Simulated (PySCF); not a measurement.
Coordinates in bohr (charge 1 multiplicity 1):
```
Ru    0.0936    0.0000   -0.7312
Br    4.1983   -0.0001    0.2962
Br   -2.1577    3.4843    0.3307
Br   -2.1578   -3.4842    0.3307
```

These are results of PySCF, PBE0, basis Ru def2-SVP with ECP28, Br def2-SVP (scalar-relativistic core potentials, no spin–orbit coupling, density fitting), not measurements.

This geometry of RuBr₃⁺ is a stationary point at this level.

Problem. What is the point group?

Solution. Cs.

Problem. Is it a minimum?

Solution. Yes: all harmonic wavenumbers are real, though the softest, 38 cm⁻¹, leaves little margin.

Problem. Which band is strongest in the infrared?

Solution. 337 cm⁻¹ (a''), 47 km/mol.

Problem. What are the dipole moment and the gap between the highest occupied and lowest empty levels?

Solution. 0.75 D about the centre of mass and 1.63 eV.

Problem. Give the ideal-gas entropy at 298.15 K and 1 bar by parts.

Solution. translation 181.5, rotation 130.8, vibration 72.1, spin 0.0; total 384.4 J/(mol K).

Stability towards spin polarisation was not tested. This need not be the most stable arrangement of these atoms.
